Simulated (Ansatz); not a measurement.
System: H2GeOCl, charge 0, doublet. H2GeOCl (SMILES [OH][GeH][Cl], doublet).
B3LYP-D3(BJ)/def2-TZVP minimum from Ansatz (a quantum-chemistry and plane-wave program):
```xyz
5

Ge    -0.0937    -0.5980    -0.0638
O      1.6924    -0.6423    -0.0098
Cl    -0.7134     1.5037     0.0835
H     -0.5245    -1.3279     1.2488
H      2.1123     0.0398    -0.5470
```
Charge 0, spin multiplicity 2.

Atomisation energy term by term, kcal/mol (programs: Ansatz). UHF or UKS for unpaired electrons; spin-orbit terms are left out. Correlated methods leave the cores frozen (noble-gas shells, and filled d and f shells in the p block). No relativity. CBS(X,Y): correlation extrapolated as X^-3, Hartree-Fock from the larger set. A bracket is a step between two methods taken in the basis named. For partners of very few electrons the exact lower level stands in for a higher one.

```json
[
 {"term": "Hartree-Fock", "basis": "def2-QZVPP", "kcal/mol": "232.94"},
 {"term": "CCSD correlation", "basis": "CBS(def2-TZVPP,def2-QZVPP)", "kcal/mol": "105.69"},
 {"term": "(T)", "basis": "CBS(def2-TZVPP,def2-QZVPP)", "kcal/mol": "8.59"},
 {"term": "CCSDT(Q) - CCSD(T)", "basis": "def2-SVP", "kcal/mol": "0.81"},
 {"term": "sum: De", "basis": "", "kcal/mol": "348.0"}
]
```
